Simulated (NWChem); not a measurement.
The numbers come from NWChem runs, not from measurements. System: CH$_{3}$OS, charge 0, spin multiplicity 2, at a geometry optimised with UPBE0/def2-SVP. The structure started from a generated list of species. Its SCF solution wasn't tested for a lower state. Level: UTPSS/def2-TZVP.

Job file:

```
start mol
memory heap 200 mb stack 900 mb global 1100 mb
geometry units angstroms nocenter noautoz
  C      0.311755    -1.391362     0.000000
  S     -0.509635     0.219337     0.000000
  O      0.608802     1.246816     0.000000
  H      0.938095    -1.481646    -0.899429
  H     -0.462966    -2.172454     0.000000
  H      0.938095    -1.481646     0.899429
  symmetry group Cs
end
basis spherical
  * library def2-tzvp
end
dft
  xc xtpss03 ctpss03
  odft
  mult 2
  semidirect memsize 60000000 filesize 0
  iterations 100
  grid fine
end
task dft energy
```

Part of the output:

```
             Northwest Computational Chemistry Package (NWChem) 7.3.0
             --------------------------------------------------------

                                NWChem Input Module
                                -------------------

 Scaling coordinates for geometry "geometry" by  1.889725989
 (inverse scale =  0.529177249)

 Turning off AUTOSYM since
 SYMMETRY directive was detected!

                             Geometry "geometry" -> ""
                             -------------------------

 Output coordinates in angstroms (scale by  1.889725989 to convert to a.u.)

  No.       Tag          Charge          X              Y              Z
 ---- ---------------- ---------- -------------- -------------- --------------
    1 C                    6.0000     0.31175500    -1.39136200     0.00000000
    2 S                   16.0000    -0.50963500     0.21933700     0.00000000
    3 O                    8.0000     0.60880200     1.24681600     0.00000000
    4 H                    1.0000     0.93809500    -1.48164600    -0.89942900
    5 H                    1.0000    -0.46296600    -2.17245400     0.00000000
    6 H                    1.0000     0.93809500    -1.48164600     0.89942900

 Effective nuclear repulsion energy (a.u.)     106.4863059269

            Nuclear Dipole moment (a.u.)
            ----------------------------
        X                 Y               Z
 ---------------- ---------------- ----------------
     0.0000188973     0.0000037795     0.0000000000

      Symmetry information
      --------------------

 Group name             Cs
 Group number              2
 Group order               2
 No. of unique centers     5

      Symmetry unique atoms

     1    2    3    4    5


 Summary of "ao basis" -> "" (spherical)
 ------------------------------------------------------------------------------
       Tag                 Description            Shells   Functions and Types
 ---------------- ------------------------------  ------  ---------------------
 *                         def2-tzvp                  on all atoms

                                 NWChem DFT Module
                                 -----------------

 Summary of "ao basis" -> "ao basis" (spherical)
 ------------------------------------------------------------------------------
       Tag                 Description            Shells   Functions and Types
 ---------------- ------------------------------  ------  ---------------------
 C                         def2-tzvp                11       31   5s3p2d1f
 S                         def2-tzvp                13       37   5s5p2d1f
 O                         def2-tzvp                11       31   5s3p2d1f
 H                         def2-tzvp                 4        6   3s1p

 Summary of "ao basis" -> "ao basis" (spherical)
 ------------------------------------------------------------------------------
       Tag                 Description            Shells   Functions and Types
 ---------------- ------------------------------  ------  ---------------------
 C                         def2-tzvp                11       31   5s3p2d1f
 S                         def2-tzvp                13       37   5s5p2d1f
 O                         def2-tzvp                11       31   5s3p2d1f
 H                         def2-tzvp                 4        6   3s1p

      Symmetry analysis of basis
      --------------------------

        a'         78
        a"         39

            General Information
            -------------------
          SCF calculation type: DFT
          Wavefunction type:  spin polarized.
          No. of atoms     :     6
          No. of electrons :    33
           Alpha electrons :    17
            Beta electrons :    16
          Charge           :     0
          Spin multiplicity:     2
          Use of symmetry is: on ; symmetry adaption is: on
          Maximum number of iterations: 100
          AO basis - number of functions:   117
                     number of shells:    47
          Convergence on energy requested:  1.00D-06
          Convergence on density requested:  1.00D-05
          Convergence on gradient requested:  5.00D-04

              XC Information
              --------------
                  TPSS metaGGA Exchange Functional  1.000
             TPSS03 metaGGA Correlation Functional  1.000

             Grid Information
             ----------------
          Grid used for XC integration:  fine
          Radial quadrature: Mura-Knowles
          Angular quadrature: Lebedev.
          Tag              B.-S. Rad. Rad. Pts. Rad. Cut. Ang. Pts.
          ---              ---------- --------- --------- ---------
          C                   0.70       70           8.0       590
          S                   1.00      123           9.0       770
          O                   0.60       70          11.0       590
          H                   0.35       60          10.0       590
          Grid pruning is: on
          Number of quadrature shells:   383
          Spatial weights used:  Erf1

          Convergence Information
          -----------------------
          Convergence aids based upon iterative change in
          total energy or number of iterations.
          Levelshifting, if invoked, occurs when the
          HOMO/LUMO gap drops below (HL_TOL):  1.00D-02
          DIIS, if invoked, will attempt to extrapolate
          using up to (NFOCK): 10 stored Fock matrices.

                    Damping( 0%)  Levelshifting(0.5)       DIIS
                  --------------- ------------------- ---------------
[...]
    39     -0.160872  2 S  pz               102      0.128835  4 H  s
   114     -0.128835  6 H  s                 42     -0.074395  2 S  pz

 Vector   18  Occ=0.000000D+00  E=-1.203573D-02  Symmetry=a'
              MO Center= -4.5D-01,  1.4D-01, -3.0D-14, r^2= 3.0D+00
   Bfn.  Coefficient  Atom+Function         Bfn.  Coefficient  Atom+Function
  ----- ------------  ---------------      ----- ------------  ---------------
     5      1.092953  1 C  s                 50      0.972192  2 S  py
    73     -0.735644  3 O  s                102     -0.388947  4 H  s
   114     -0.388947  6 H  s                 47      0.382996  2 S  py
    49      0.368934  2 S  px                80      0.329994  3 O  px
    13      0.203011  1 C  py                74      0.197395  3 O  px

 Vector   19  Occ=0.000000D+00  E= 1.948784D-02  Symmetry=a'
              MO Center=  8.1D-02, -7.8D-01, -8.7D-16, r^2= 4.7D+00
   Bfn.  Coefficient  Atom+Function         Bfn.  Coefficient  Atom+Function
  ----- ------------  ---------------      ----- ------------  ---------------
     5      2.275808  1 C  s                 36     -1.210428  2 S  s
   102     -1.036053  4 H  s                114     -1.036053  6 H  s
    49     -0.738611  2 S  px               108     -0.643131  5 H  s
    73      0.423091  3 O  s                 13      0.372454  1 C  py
    46     -0.313364  2 S  px                 4      0.277404  1 C  s

 Vector   20  Occ=0.000000D+00  E= 4.237294D-02  Symmetry=a'
              MO Center= -5.8D-02, -1.3D+00, -1.5D-15, r^2= 4.8D+00
   Bfn.  Coefficient  Atom+Function         Bfn.  Coefficient  Atom+Function
  ----- ------------  ---------------      ----- ------------  ---------------
     5      2.373221  1 C  s                108     -1.714578  5 H  s
   102     -1.242590  4 H  s                114     -1.242590  6 H  s
    13     -1.107339  1 C  py                36      0.794773  2 S  s
    49      0.510274  2 S  px                50     -0.369681  2 S  py
    12      0.319743  1 C  px                73     -0.235972  3 O  s

                     DFT Final Beta Molecular Orbital Analysis
                     -----------------------------------------

 Vector   14  Occ=1.000000D+00  E=-3.408782D-01  Symmetry=a'
              MO Center=  5.0D-03,  4.0D-01,  7.1D-15, r^2= 2.6D+00
   Bfn.  Coefficient  Atom+Function         Bfn.  Coefficient  Atom+Function
  ----- ------------  ---------------      ----- ------------  ---------------
    46      0.325651  2 S  px                75     -0.299546  3 O  py
    78     -0.243554  3 O  py                36     -0.168042  2 S  s
    43      0.163015  2 S  px                49      0.149241  2 S  px
     6     -0.144936  1 C  px                81     -0.144383  3 O  py
    37     -0.130759  2 S  px                35     -0.123327  2 S  s

 Vector   15  Occ=1.000000D+00  E=-3.158774D-01  Symmetry=a"
              MO Center=  2.2D-01,  5.7D-01,  4.9D-16, r^2= 1.9D+00
   Bfn.  Coefficient  Atom+Function         Bfn.  Coefficient  Atom+Function
  ----- ------------  ---------------      ----- ------------  ---------------
    48      0.324355  2 S  pz                76      0.317232  3 O  pz
    79      0.267149  3 O  pz                51      0.178935  2 S  pz
    82      0.170371  3 O  pz                45      0.151119  2 S  pz
    39     -0.124774  2 S  pz                 8     -0.119522  1 C  pz
   101      0.091657  4 H  s                113     -0.091657  6 H  s

 Vector   16  Occ=1.000000D+00  E=-2.370030D-01  Symmetry=a'
              MO Center=  2.2D-01,  5.8D-01, -4.1D-15, r^2= 2.1D+00
   Bfn.  Coefficient  Atom+Function         Bfn.  Coefficient  Atom+Function
  ----- ------------  ---------------      ----- ------------  ---------------
    74      0.303136  3 O  px                75     -0.255209  3 O  py
    77      0.250439  3 O  px                78     -0.211850  3 O  py
    80      0.193498  3 O  px                46     -0.184372  2 S  px
    36      0.177367  2 S  s                 81     -0.176929  3 O  py
     7     -0.169322  1 C  py                49     -0.151808  2 S  px

 Vector   17  Occ=0.000000D+00  E=-1.414989D-01  Symmetry=a"
              MO Center= -8.5D-02,  4.8D-01,  2.8D-15, r^2= 2.1D+00
   Bfn.  Coefficient  Atom+Function         Bfn.  Coefficient  Atom+Function
  ----- ------------  ---------------      ----- ------------  ---------------
    48      0.420537  2 S  pz                51      0.359947  2 S  pz
    76     -0.332829  3 O  pz                82     -0.294228  3 O  pz
    79     -0.273990  3 O  pz                45      0.192424  2 S  pz
   102      0.177069  4 H  s                114     -0.177069  6 H  s
    39     -0.152544  2 S  pz                14      0.087935  1 C  pz

 Vector   18  Occ=0.000000D+00  E=-4.028704D-03  Symmetry=a'
              MO Center= -4.4D-01,  1.0D-01, -2.3D-15, r^2= 3.1D+00
   Bfn.  Coefficient  Atom+Function         Bfn.  Coefficient  Atom+Function
  ----- ------------  ---------------      ----- ------------  ---------------
     5      1.281140  1 C  s                 50      1.007389  2 S  py
    73     -0.737894  3 O  s                102     -0.458772  4 H  s
   114     -0.458772  6 H  s                 47      0.392577  2 S  py
    49      0.329713  2 S  px                80      0.331077  3 O  px
    13      0.230578  1 C  py               108     -0.212490  5 H  s

 Vector   19  Occ=0.000000D+00  E= 2.847389D-02  Symmetry=a'
              MO Center=  2.5D-01, -1.1D+00, -5.6D-16, r^2= 5.2D+00
   Bfn.  Coefficient  Atom+Function         Bfn.  Coefficient  Atom+Function
  ----- ------------  ---------------      ----- ------------  ---------------
     5      2.812420  1 C  s                102     -1.304073  4 H  s
   114     -1.304073  6 H  s                108     -1.084165  5 H  s
    36     -1.059830  2 S  s                 49     -0.627490  2 S  px
    73      0.422086  3 O  s                 46     -0.295181  2 S  px
    81     -0.240583  3 O  py                 3      0.236064  1 C  s

   alpha - beta orbital overlaps
   -----------------------------

   alpha      1      2      3      4      5      6      7      8      9     10
    beta      1      2      3      4      5      7      6      8      9     10
 overlap   1.000  1.000  1.000  1.000  1.000  1.000  1.000  1.000  0.997  0.997

   alpha     11     12     13     14     15     16     17     18     19     20
    beta     12     11     13     15     14     16     17     18     19     20
 overlap   0.980  0.993  0.994  0.978  0.997  1.000  0.997  0.998  0.962  0.965

   alpha     21     22     23     24     25     26     27     28     29     30
    beta     21     22     23     24     25     26     27     28     29     30
 overlap   1.000  0.999  0.997  0.998  0.997  0.997  0.999  1.000  0.993  0.995

   alpha     31     32     33     34     35     36     37     38     39     40
    beta     31     32     33     34     35     36     37     38     39     40
 overlap   0.999  0.981  0.992  0.995  0.986  0.995  0.990  0.998  0.999  0.999

   alpha     41     42     43     44     45     46     47     48     49     50
    beta     41     42     43     44     45     46     47     48     49     50
 overlap   0.999  1.000  0.998  0.998  1.000  1.000  0.999  0.997  0.998  0.995

   alpha     51     52     53     54     55     56     57     58     59     60
    beta     51     52     54     53     55     56     57     58     59     60
 overlap   0.981  0.949  0.996  0.942  0.973  0.994  0.974  0.998  0.977  0.999

   alpha     61     62     63     64     65     66     67     68     69     70
    beta     61     62     63     64     65     66     67     68     69     70
 overlap   0.999  0.996  0.996  0.999  0.995  1.000  0.994  0.999  0.999  1.000

   alpha     71     72     73     74     75     76     77     78     79     80
    beta     71     72     73     74     76     75     77     78     79     80
 overlap   1.000  1.000  1.000  1.000  0.999  1.000  0.999  1.000  1.000  1.000

   alpha     81     82     83     84     85     86     87     88     89     90
    beta     81     82     83     84     85     86     87     88     89     90
 overlap   1.000  1.000  0.999  0.998  0.997  0.995  1.000  1.000  0.970  0.970

   alpha     91     92     93     94     95     96     97     98     99    100
    beta     91     92     93     94     95     96     97     98     99    100
 overlap   1.000  0.999  1.000  1.000  1.000  1.000  1.000  1.000  1.000  1.000

   alpha    101    102    103    104    105    106    107    108    109    110
    beta    101    102    103    104    105    106    107    108    109    110
 overlap   1.000  1.000  0.999  1.000  1.000  0.999  1.000  0.999  1.000  1.000

   alpha    111    112    113    114    115    116    117
    beta    111    112    113    114    115    116    117
 overlap   0.999  1.000  1.000  1.000  1.000  1.000  1.000

     --------------------------
     Expectation value of S2:
     --------------------------
      <S2> =      0.7545 (Exact =     0.7500)

 center of mass
 --------------
 x =  -0.04173058 y =   0.15249371 z =   0.00000000

 moments of inertia (a.u.)
 ------------------
         214.390615656267          -6.022196181981           0.000000000000
          -6.022196181981          67.808803135761           0.000000000000
           0.000000000000           0.000000000000         270.553424775466

     Multipole analysis of the density
     ---------------------------------

     L   x y z        total         alpha         beta         nuclear
     -   - - -        -----         -----         ----         -------
     0   0 0 0     -0.000000    -17.000000    -16.000000     33.000000

     1   1 0 0     -0.274013     -0.074081     -0.199951      0.000019
     1   0 1 0     -1.123595     -1.044041     -0.079558      0.000004
     1   0 0 1      0.000000      0.000000     -0.000000      0.000000

     2   2 0 0    -18.965080    -27.886411    -25.640478     34.561808
     2   1 1 0     -1.132020     -0.884663      0.083530     -0.330887
     2   1 0 1      0.000000      0.000000      0.000000      0.000000
     2   0 2 0    -18.940601    -71.686848    -68.425594    121.171840
     2   0 1 1      0.000000     -0.000000      0.000000      0.000000
     2   0 0 2    -18.132548    -13.063490    -10.846843      5.777786

 Task  times  cpu:        6.0s     wall:        6.0s

 Total times  cpu:        6.0s     wall:        6.0s
```
